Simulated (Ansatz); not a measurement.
Basis-set series for H$_{5}$OPSeSi (`OP[SiH2][SeH]`). Charge 0, multiplicity 1. The structure was optimised at the PBE0-D4/def2-TZVP level. It is one conformer, not always the lowest.

| functional | basis | functions | energy (Eh) | HOMO (eV) | LUMO (eV) |
| --- | --- | --- | --- | --- | --- |
| PBE0-D4 | def2-SVP | 107 | -3109.49400 | -6.77 | -0.30 |
| PBE0-D4 | def2-TZVPP | 233 | -3110.11360 | -6.87 | -0.78 |
| ωB97M-V | def2-SVP | 107 | -3109.89137 | -8.83 | 1.71 |
| ωB97M-V | def2-TZVPP | 233 | -3110.51335 | -8.96 | 1.08 |

Problem. Give the rows for def2-QZVPP. (Best estimate.)

Solution. Computed: 
| functional | basis | functions | energy (Eh) | HOMO (eV) | LUMO (eV) |
| --- | --- | --- | --- | --- | --- |
| PBE0-D4 | def2-QZVPP | 436 | -3110.18965 | -6.90 | -0.89 |
| ωB97M-V | def2-QZVPP | 436 | -3110.58652 | -9.00 | 0.85 |

Positive LUMOs are unbound and depend on the basis. Scalar relativity is left out up to krypton.
